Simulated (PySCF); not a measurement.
# Computed records: AlGeH$_{3}$O$_{2}$

Calculation on a computer-drawn molecule: the log of a Hartree-Fock and frozen-core CCSD(T) single point meant for a local Hartree-Fock minimum, with one planted fault or none, to be diagnosed. Offsets are logged minus clean, where the clean run is the same molecule without the fault. The reference is restricted for singlets and unrestricted otherwise, and also for a bond in bohr or an excited solution. Adding or removing an electron swaps singlet and doublet. The excited solution moves the top pair (singlet) or top alpha electron (doublet) to the lowest empty orbital. Highest occupied and lowest empty are orbital energies over both spins, largest force is the largest gradient component, triples share is (T) over the correlation energy, the T1 limit is 0.02 restricted and 0.045 unrestricted, electrons count all cores, a negative frequency is imaginary (commonest isotopes), and the dipole is about the centre of nuclear charge; on germanium a core potential holds 10 electrons, which the energies leave out, and 3d is frozen in MP2 and coupled-cluster steps. Program: PySCF 2.14.0.

```xyz
7
formula=AlGeH3O2 meant_charge=0 meant_multiplicity=1 meant_basis=cc-pV(D+d)Z meant_basis_and_core_potential_on_germanium=cc-pVDZ-PP_ECP10MDF logged_electrons=64 logged_basis_functions=89 logged_SCF_converged=yes logged_spin_squared=0 logged_highest_occupied=-10.671 logged_lowest_empty=1.1557 logged_largest_force=1.273e-05 logged_lowest_frequency=60.826 logged_T1_diagnostic=0.024013 logged_D1_diagnostic=0.067972 logged_triples_share=0.02905 logged_CC_converged=yes logged_dipole_magnitude=6.9594 logged_SCF_stable_within_its_kind=yes logged_energy_HF=-686.8154 logged_energy_CCSD(T)=-687.38571 possible_faults=no_fault,one_electron_removed,one_electron_added,multiplicity_raised_by_two,geometry_at_a_saddle_point,SCF_held_on_an_excited_solution,minimal_basis_STO-3G,one_bond_length_entered_in_bohr,all_coordinates_scaled planted_fault=no_fault HF_energy_offset_from_clean_run=0 CCSD(T)_energy_offset_from_clean_run=0
O      2.6219     1.9728    -1.1578
Al     1.3792     1.2737    -0.4885
O      0.0849     0.5454     0.2086
Ge    -1.3215    -0.2450     0.9661
H     -1.3206    -1.6980     0.5036
H     -2.5635     0.4999     0.4890
H     -1.1386    -0.1318     2.4756
```

Units: logged_highest_occupied, logged_lowest_empty in eV; logged_largest_force in hartree/bohr; logged_lowest_frequency in cm⁻¹; logged_dipole_magnitude in debye; logged_energy_HF, logged_energy_CCSD(T) in hartree; HF_energy_offset_from_clean_run, CCSD(T)_energy_offset_from_clean_run in kcal/mol.

Drawn bonds:
```tsv
atom	other atom	order
1	2	2
2	3	1
3	4	1
4	5	1
4	6	1
4	7	1
```

Notes: T1 above single-reference limit.
